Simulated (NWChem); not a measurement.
System: SiHSF, singlet; SMILES F[Si]S

Input file for NWChem:

```
start job
memory heap 200 mb stack 900 mb global 1100 mb
geometry units angstroms noautosym nocenter noautoz
  Si     0.660022     0.638535     0.000000
  F     -0.722252     1.544823     0.000000
  S     -0.264527    -1.334335     0.000000
  H      0.957900    -1.940292     0.000000
end
basis spherical
  * library def2-svp
end
dft
  xc xpbe96 cpbe96
  iterations 150
end
cosmo
  do_cosmo_smd true
  solvent methanol
end
task dft energy
```

Excerpt of the output:

```
             Northwest Computational Chemistry Package (NWChem) 7.3.0
             --------------------------------------------------------

                             Geometry "geometry" -> ""
                             -------------------------

 Output coordinates in angstroms (scale by  1.889725989 to convert to a.u.)

  No.       Tag          Charge          X              Y              Z
 ---- ---------------- ---------- -------------- -------------- --------------
    1 Si                  14.0000     0.66002200     0.63853500     0.00000000
    2 F                    9.0000    -0.72225200     1.54482300     0.00000000
    3 S                   16.0000    -0.26452700    -1.33433500     0.00000000
    4 H                    1.0000     0.95790000    -1.94029200     0.00000000

 Effective nuclear repulsion energy (a.u.)     131.1731624891

  pbe96 is a nonlocal functional; adding pw91lda local functional.

                                 NWChem DFT Module
                                 -----------------

 Summary of "ao basis" -> "ao basis" (spherical)
 ------------------------------------------------------------------------------
       Tag                 Description            Shells   Functions and Types
 ---------------- ------------------------------  ------  ---------------------
 Si                         def2-svp                 8       18   4s3p1d
 F                          def2-svp                 6       14   3s2p1d
 S                          def2-svp                 8       18   4s3p1d
 H                          def2-svp                 3        5   2s1p

 in cosmo_initialize ...
 calling solv_data for solv:methanol

 solvent parameters
 solvname_short: methanol
 solvname_long:  methanol
 dielec:       32.6130
 dielecinf:     1.7657
 nonaqueous SMD model solvent descriptors
 dielec:       32.6130
 sola:          0.4300
 solb:          0.4700
 solc:          0.0000
 solg:         31.7700
 solh:          0.0000
 soln:          1.3288

          ---------------
          -cosmo- solvent
          ---------------
 Cosmo: York-Karplus, doi: 10.1021/jp992097l
 dielectric constant -eps-     =  32.61
 screen = (eps-1)/(eps    )    =   0.96934
 surface charge correction     = lagrangian

   van der Waals surface
 --------------------------

 ---------- ATOMIC COORDINATES (A.U.) ------------ VDWR(ANG.) --
     1    1.24726073    1.20665618    0.00000000     2.470
     2   -1.36485837    2.91929217    0.00000000     1.730
     3   -0.49988355   -2.52152753    0.00000000     2.490
     4    1.81016852   -3.66662022    0.00000000     1.200
 number of segments per atom =        128
 number of   points per atom =        128
 atom (   nspa,  nppa )
 ----------------------
    1 (     82,     0 )       0
    2 (     66,     0 )       0
    3 (     96,     0 )       0
    4 (     22,     0 )       0
 number of -cosmo- surface points =      266
 molecular surface =    117.804 angstrom**2
 molecular volume  =    108.000 angstrom**3
 -lineq- algorithm             =   0
 -bem- low  level              =   3
 -bem- from -octahedral-
 gaussian surface charge width =   4.50000
 degree of switching           =   1.00000
 switching function tolerance  =   0.00010
 atomic radii =
 --------------
    1 14.000  2.470
    2  9.000  1.730
    3 16.000  2.490
    4  1.000  1.200
 ...... end of -cosmo- initialization ......

 nat:                     4
 ixmem:                  1008
 calling mnsol_interface()
 G(SMD-CDS) energy (kcal/mol)  =    -1.324
 SMD-CDS SASA (angstrom**2)    =   115.013

            General Information
            -------------------
          SCF calculation type: DFT
          Wavefunction type:  closed shell.
          No. of atoms     :     4
          No. of electrons :    40
           Alpha electrons :    20
            Beta electrons :    20
          Charge           :     0
          Spin multiplicity:     1
          Use of symmetry is: off; symmetry adaption is: off
          Maximum number of iterations: 150
          AO basis - number of functions:    55
                     number of shells:    25
          Convergence on energy requested:  1.00D-06
          Convergence on density requested:  1.00D-05
          Convergence on gradient requested:  5.00D-04

[...]

                                COSMO-SMD solvation results
                                ---------------------------

             internal energy in gas <Psi(g)|H|Psi(g)> =      -787.471876363433
         internal energy in solvent <Psi(s)|H|Psi(s)> =      -787.471201597496
                               delta internal energy  =         0.000674765938 (    0.42 kcal/mol)
   total free energy in solvent <Psi(s)|H+V/2|Psi(s)> =      -787.475934098236
 polarization energy contribution <Psi(s)|V/2|Psi(s)> =        -0.004732500741 (   -2.97 kcal/mol)
    total free energy in solvent including G(SMD-CDS) =      -787.478044375170
                       G(SMD-CDS) energy contribution =        -0.002110276934 (   -1.32 kcal/mol)
     1 M fixed-concentration free energy of solvation =        -0.006168011737 (   -3.87 kcal/mol)

                       DFT Final Molecular Orbital Analysis
                       ------------------------------------

 Vector   18  Occ=2.000000D+00  E=-3.446945D-01
              MO Center= -4.8D-02, -6.7D-01, -2.0D-09, r^2= 2.8D+00
   Bfn.  Coefficient  Atom+Function         Bfn.  Coefficient  Atom+Function
  ----- ------------  ---------------      ----- ------------  ---------------
     3      0.322908  1 Si s                 43      0.309945  3 S  px
    40      0.275556  3 S  px                35     -0.273883  3 S  s
    36     -0.270903  3 S  s                 22      0.227569  2 F  px
     2      0.199916  1 Si s                 34      0.192447  3 S  s
     4      0.178969  1 Si s                 37      0.160636  3 S  px

 Vector   19  Occ=2.000000D+00  E=-2.506207D-01
              MO Center= -1.6D-01, -1.1D+00, -9.5D-09, r^2= 1.9D+00
   Bfn.  Coefficient  Atom+Function         Bfn.  Coefficient  Atom+Function
  ----- ------------  ---------------      ----- ------------  ---------------
    45      0.598337  3 S  pz                42      0.421064  3 S  pz
    39      0.242420  3 S  pz                13      0.150977  1 Si pz
    24      0.131326  2 F  pz                10      0.125854  1 Si pz
    27     -0.101035  2 F  pz                 7     -0.067724  1 Si pz
    15     -0.058309  1 Si d -1              49     -0.027234  3 S  d  1

 Vector   20  Occ=2.000000D+00  E=-2.229852D-01
              MO Center=  5.7D-01,  2.0D-01,  2.6D-09, r^2= 3.4D+00
   Bfn.  Coefficient  Atom+Function         Bfn.  Coefficient  Atom+Function
  ----- ------------  ---------------      ----- ------------  ---------------
     4      0.400484  1 Si s                  3      0.395677  1 Si s
    44     -0.344492  3 S  py                41     -0.248342  3 S  py
     2      0.241785  1 Si s                  8      0.235035  1 Si px
    43     -0.232028  3 S  px                22      0.215197  2 F  px
    11      0.202940  1 Si px                25     -0.163185  2 F  px

 Vector   21  Occ=0.000000D+00  E=-1.020505D-01
              MO Center=  5.4D-01,  4.3D-01,  2.7D-09, r^2= 3.0D+00
   Bfn.  Coefficient  Atom+Function         Bfn.  Coefficient  Atom+Function
  ----- ------------  ---------------      ----- ------------  ---------------
    13      0.668031  1 Si pz                10      0.441219  1 Si pz
    45     -0.337969  3 S  pz                 7     -0.219998  1 Si pz
    24      0.207107  2 F  pz                42     -0.189856  3 S  pz
    27     -0.181280  2 F  pz                39     -0.106687  3 S  pz
    47      0.045454  3 S  d -1              17     -0.030219  1 Si d  1

 Vector   22  Occ=0.000000D+00  E=-1.720409D-02
              MO Center=  6.4D-01,  4.7D-01, -2.3D-09, r^2= 3.6D+00
   Bfn.  Coefficient  Atom+Function         Bfn.  Coefficient  Atom+Function
  ----- ------------  ---------------      ----- ------------  ---------------
    12      0.850843  1 Si py                44      0.395466  3 S  py
    11     -0.357297  1 Si px                21     -0.358653  2 F  s
     9      0.326183  1 Si py                52      0.320044  4 H  s
    51      0.222499  4 H  s                  6     -0.163493  1 Si py
    22      0.164210  2 F  px                25     -0.162364  2 F  px

 Vector   23  Occ=0.000000D+00  E= 6.514697D-03
              MO Center=  6.8D-01, -1.5D+00, -1.1D-09, r^2= 3.1D+00
   Bfn.  Coefficient  Atom+Function         Bfn.  Coefficient  Atom+Function
  ----- ------------  ---------------      ----- ------------  ---------------
    52      1.105735  4 H  s                 43     -0.778167  3 S  px
    36     -0.728208  3 S  s                 44      0.359521  3 S  py
    51      0.319417  4 H  s                  3     -0.301393  1 Si s
    12     -0.294041  1 Si py                 4      0.254588  1 Si s
    40     -0.246849  3 S  px                35     -0.218644  3 S  s

     Multipole analysis of the density
     ---------------------------------

     L   x y z        total         alpha         beta         nuclear
     -   - - -        -----         -----         ----         -------
     0   0 0 0     -0.000000    -20.000000    -20.000000     40.000000

     1   1 0 0      0.746451      0.878247      0.878247     -1.010043
     1   0 1 0     -0.426978      0.208633      0.208633     -0.844245
     1   0 0 1     -0.000000     -0.000000     -0.000000      0.000000

     2   2 0 0    -23.611713    -34.715668    -34.715668     45.819623
     2   1 1 0     -1.426928     -0.083837     -0.083837     -1.259254
     2   1 0 1      0.000000      0.000000      0.000000      0.000000
     2   0 2 0    -23.391034   -117.824712   -117.824712    212.258390
     2   0 1 1     -0.000000     -0.000000     -0.000000      0.000000
     2   0 0 2    -22.487770    -11.243885    -11.243885      0.000000
```

Level: PBE/def2-SVP, SMD on the gas-phase geometry. Low-valent species are run as closed-shell singlets; no triplet was tried in these runs. Structure relaxed at the PBE-D3(BJ)/def2-SVP level. Solvent: methanol.
